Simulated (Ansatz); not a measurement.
Basis sets compared for Si9GeH16, an alloyed cluster cut from the lattice of silicon (1 Ge, core). Charge 0, multiplicity 1. Geometry r2SCAN-D4/def2-SVP. Ansatz on 4 threads of Arm Neoverse V1 on a shared host; times are rough, and most runs start from earlier orbitals.

```xyz
26

Si    1.3589    1.7538   -0.8113
Si   -0.2727    0.2287    2.3353
Si    1.0234   -2.0756   -0.4749
Ge   -2.1199    0.0932   -1.0544
Si    2.3651   -0.3197   -1.2806
Si    0.7433   -1.8358    1.8480
Si    1.0793    1.9694    1.5141
Si   -0.7365    1.8626   -1.8684
Si   -2.3836    0.3273    1.3084
Si   -1.0766   -2.0035   -1.5260
H     2.2414    2.8599   -1.3112
H    -0.4206    0.3722    3.8219
H     1.6941   -3.3869   -0.7628
H    -3.5006    0.1538   -1.7408
H     3.7115   -0.3801   -0.6252
H     2.5540   -0.4664   -2.7600
H     2.0805   -1.9040    2.5214
H    -0.1060   -2.9537    2.3722
H     2.4193    1.9177    2.1832
H     0.4468    3.2914    1.8271
H    -1.3851    3.1824   -1.5833
H    -0.5673    1.7308   -3.3509
H    -3.0392    1.6388    1.6154
H    -3.2582   -0.7708    1.8309
H    -0.9133   -2.1651   -3.0062
H    -1.9380   -3.1205   -1.0219
```

The 6-31G sets use Cartesian d functions.

Binding counts from free atoms (Si triplet, Ge triplet, H doublet) in the same basis, without a counterpoise term.

| level | functions | energy (Eh) | HOMO (eV) | LUMO (eV) | binding per atom (eV) | wall time |
| --- | --- | --- | --- | --- | --- | --- |
| HF/STO-3G | 115 | -4631.7627 | -7.30 | 9.39 | 3.63 | 1.7 s |
| HF/6-31G | 178 | -4684.3183 | -10.01 | 2.51 | 1.99 | 4.8 s |
| PBE-D4/def2-SVP | 274 | -4689.4371 | -6.73 | -1.72 | 3.14 | 9 s |
| PBE0-D4/def2-SVP | 274 | -4689.7681 | -7.79 | -1.05 | 3.14 | 18 s |

**Question.** Estimate the rows for PBE-D4/def2-TZVP, PBE0-D4/def2-TZVP.

**Answer.** 
```
            level  functions  energy (Eh)  HOMO (eV)  LUMO (eV)  binding per atom (eV)  wall time
 PBE-D4/def2-TZVP        477   -4690.6032      -6.73      -1.88                   3.14       19 s
PBE0-D4/def2-TZVP        477   -4690.9238      -7.74      -1.16                   3.15       52 s
```
